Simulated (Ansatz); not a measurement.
Cost and result for the atomization energy of C3H7CdF (`C[CH](C)[Cd][F]`) (12 atoms, 11 bonds).

```json
{"atom": "C1", "x (Å)": "-0.128", "y (Å)": "-1.354", "z (Å)": "-0.377"}
{"atom": "C2", "x (Å)": "0.287", "y (Å)": "-0.061", "z (Å)": "0.310"}
{"atom": "C3", "x (Å)": "0.720", "y (Å)": "0.996", "z (Å)": "-0.695"}
{"atom": "Cd4", "x (Å)": "-1.226", "y (Å)": "0.658", "z (Å)": "1.599"}
{"atom": "F5", "x (Å)": "-2.620", "y (Å)": "1.322", "z (Å)": "2.794"}
{"atom": "H6", "x (Å)": "-0.383", "y (Å)": "-2.144", "z (Å)": "0.333"}
{"atom": "H7", "x (Å)": "-0.989", "y (Å)": "-1.209", "z (Å)": "-1.035"}
{"atom": "H8", "x (Å)": "0.692", "y (Å)": "-1.728", "z (Å)": "-1.003"}
{"atom": "H9", "x (Å)": "1.125", "y (Å)": "-0.273", "z (Å)": "0.982"}
{"atom": "H10", "x (Å)": "1.080", "y (Å)": "1.909", "z (Å)": "-0.216"}
{"atom": "H11", "x (Å)": "-0.093", "y (Å)": "1.275", "z (Å)": "-1.372"}
{"atom": "H12", "x (Å)": "1.536", "y (Å)": "0.610", "z (Å)": "-1.320"}
```

Charge 0, multiplicity 1. Correlated methods include outer-core shells of Cd, which these sets cover unevenly. Cd takes the def2 core potential. Geometry: relaxed with PBE0-D4/def2-TZVP. It is one conformer, not always the lowest. Program: Ansatz. All runs use 4 threads of an Arm Neoverse V2 on a shared host. Times are those of one run each, without the atoms' runs, and a repeat can differ threefold. Electronic energies, without spin–orbit coupling; frozen cores. CCSD(T)/CBS adds CCSD(T) − MP2 in def2-TZVPP to the MP2 limit, and its time is that of the two runs behind it. T1 = 0.014. With those shells the extrapolation isn't a true limit. HSE06 is the plane-wave form, built on full-range PBE exchange.

CCSD(T)/CBS is a level of theory with its own doubt, some kJ/mol a heavy atom from the limit and from the frozen cores, so smaller differences don't rank the functionals.

```json
{"level": "LDA (SPW92)/def2-TZVPP", "functions": "278", "wall time": "1.7 s", "atomization (kJ/mol)": "4852.7", "difference from CCSD(T)/CBS": "603.9", "per bond": "54.9"}
{"level": "BHLYP-D4/def2-TZVPP", "functions": "278", "wall time": "3.7 s", "atomization (kJ/mol)": "4123.8", "difference from CCSD(T)/CBS": "-125.0", "per bond": "-11.4"}
{"level": "HSE06-D4/def2-TZVPP", "functions": "278", "wall time": "3.9 s", "atomization (kJ/mol)": "4266.8", "difference from CCSD(T)/CBS": "18.0", "per bond": "1.6"}
{"level": "CAM-B3LYP-D4/def2-TZVPP", "functions": "278", "wall time": "4.1 s", "atomization (kJ/mol)": "4266.4", "difference from CCSD(T)/CBS": "17.6", "per bond": "1.6"}
{"level": "r2SCAN-D4/def2-TZVPP (with forces)", "functions": "278", "wall time": "6.5 s", "atomization (kJ/mol)": "4270.5", "difference from CCSD(T)/CBS": "21.7", "per bond": "2.0"}
{"level": "r2SCANh-D4/def2-TZVPP", "functions": "278", "wall time": "6.5 s", "atomization (kJ/mol)": "4245.8", "difference from CCSD(T)/CBS": "-3.0", "per bond": "-0.3"}
{"level": "PBE-QIDH/def2-TZVPP", "functions": "278", "wall time": "7.5 s", "atomization (kJ/mol)": "4235.8", "difference from CCSD(T)/CBS": "-13.0", "per bond": "-1.2"}
{"level": "ωB97X-V/def2-TZVPP", "functions": "278", "wall time": "9.5 s", "atomization (kJ/mol)": "4263.1", "difference from CCSD(T)/CBS": "14.3", "per bond": "1.3"}
{"level": "B97M-V/def2-TZVPP", "functions": "278", "wall time": "13 s", "atomization (kJ/mol)": "4240.4", "difference from CCSD(T)/CBS": "-8.4", "per bond": "-0.8"}
{"level": "CCSD(T)/def2-SVP", "functions": "122", "wall time": "23 s", "atomization (kJ/mol)": "4070.5", "difference from CCSD(T)/CBS": "-178.3", "per bond": "-16.2"}
{"level": "MP2/def2-QZVPP", "functions": "526", "wall time": "32 s", "atomization (kJ/mol)": "4269.6", "difference from CCSD(T)/CBS": "20.8", "per bond": "1.9"}
{"level": "CCSD(T)/def2-TZVPP", "functions": "278", "wall time": "11 min", "atomization (kJ/mol)": "4147.7", "difference from CCSD(T)/CBS": "-101.1", "per bond": "-9.2"}
{"level": "CCSD(T)/CBS(def2)", "functions": "–", "wall time": "12 min", "atomization (kJ/mol)": "4248.8", "difference from CCSD(T)/CBS": "0.0", "per bond": "0.0"}
```

At CCSD(T), def2-SVP lies −178.3 kJ/mol from the extrapolated value and def2-TZVPP −101.2 kJ/mol: correlation converges slowly with the basis, and small sets miss more of it in the bonded molecule than in its fragments. In def2-TZVPP, CCSD(T) changes the Hartree–Fock value by +1005.8 kJ/mol (the triples alone add +57.4 kJ/mol) and MP2 by +1065.5 kJ/mol; breaking electron pairs costs correlation energy, which Hartree–Fock lacks. From r2SCAN to r2SCAN0 (25 % exact exchange), in def2-TZVPP and without D4, the atomization energy moves by −59.9 kJ/mol: exact exchange takes away binding that semilocal exchange gives to molecules.
